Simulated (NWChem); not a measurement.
# C2H8Zr; SMILES [CH3][ZrH2][CH3]

```xyz
11

Zr     0.0000     0.0000    -0.3792
C      1.7661     0.0000     0.9228
H      1.8024    -0.8977     1.5678
H      1.7920     0.8891     1.5799
H      2.6872     0.0092     0.3090
C     -1.7661     0.0000     0.9228
H     -1.8024     0.8977     1.5678
H     -1.7920    -0.8891     1.5799
H     -2.6872    -0.0092     0.3090
H      0.0005     1.5555    -1.4091
H     -0.0005    -1.5555    -1.4091
```
Atoms are numbered in this order, from 1.

Program: NWChem. Medium grid unless said otherwise, to which SCAN and Minnesota functionals are sensitive. The geometry was optimised at PBE0/def2-SVP. No frequency run checked for a minimum. def2 effective core potentials on Zr; no spin-orbit coupling.

Question: Order these by “dipole (D)”, lowest first: CAM-B3LYP/def2-SVP; PBE/def2-SVP; OLYP/def2-SVP; Hartree-Fock/def2-SVP.

Answer: Hartree-Fock/def2-SVP (0.98), CAM-B3LYP/def2-SVP (1.23), OLYP/def2-SVP (1.32), PBE/def2-SVP (1.41)
